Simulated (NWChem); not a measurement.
# HSeSBr; SMILES Br[Se]S

```xyz
4

Se     0.7267    -0.6069     0.0048
Br    -0.2276     1.5426     0.0079
S     -0.9713    -1.9576     0.0526
H     -1.2003    -2.0349    -1.2822
```
Atoms are numbered in this order, from 1.

Program: NWChem. All runs use the structure optimised with PBE0/def2-SVP. Level M06-L/def2-SVP: energy and gradient on several grids; changes count from the extra-fine grid, which is no exact limit either.

```json
[
 {"grid": "xcoarse", "size of the energy change (μHa)": "900", "largest change of a gradient component (μHa/bohr)": "3000"},
 {"grid": "coarse", "size of the energy change (μHa)": "20", "largest change of a gradient component (μHa/bohr)": "500"},
 {"grid": "medium", "size of the energy change (μHa)": "< 10", "largest change of a gradient component (μHa/bohr)": "400"},
 {"grid": "fine", "size of the energy change (μHa)": "< 10", "largest change of a gradient component (μHa/bohr)": "60"},
 {"grid": "xfine", "size of the energy change (μHa)": "< 10", "largest change of a gradient component (μHa/bohr)": "< 30"}
]
```
